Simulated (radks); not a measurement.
Nb I, 41 electrons, occupied as [Kr] 4d2 5s1 5d2 (not the ground configuration).

Method: Dirac Kohn-Sham, revPBE, spin-unpolarised, spherical densities, finite nucleus; open shells are shared between the two j in proportion to 2j + 1; Fermi nuclear charge, rms radius 4.324 fm; computed with a radial shooting solver on a logarithmic mesh with Libxc functionals.

Energy parts (Ry):
part                        energy
total                  -7639.39423
kinetic                 7907.88763
electron-nucleus      -18412.40076
Hartree                 3102.32202
exchange-correlation    -237.20312

Orbitals (lengths in bohr, moments of r in powers of bohr; <r^-3> diverges for s and p1/2):
orbital,occ.,eigenvalue (Ry),<r^-3>
1s1/2,2,-1382.749,-
2s1/2,2,-194.2192,-
2p1/2,2,-178.2946,-
2p3/2,4,-171.2561,2210
3s1/2,2,-33.21549,-
3p1/2,2,-27.22195,-
3p3/2,4,-26.08163,362.6
3d3/2,4,-15.50976,52.19
3d5/2,6,-15.29741,49.87
4s1/2,2,-5.21374,-
4p1/2,2,-3.54346,-
4p3/2,4,-3.38423,50.80
4d3/2,0.8,-0.98203,4.040
4d5/2,1.2,-0.96605,3.845
5s1/2,1,-0.74007,-
5d3/2,0.8,-0.08910,0.2136
5d5/2,1.2,-0.08826,0.2054

The highest occupied level is 5d5/2 at -1.201 eV. The electron density at the nucleus is 8.255e+04 e/bohr^3. Summed over all electrons, <r^2> = 154.8 bohr^2, which gives a Langevin (diamagnetic) susceptibility term of -123 x 10^-6 cm^3/mol.
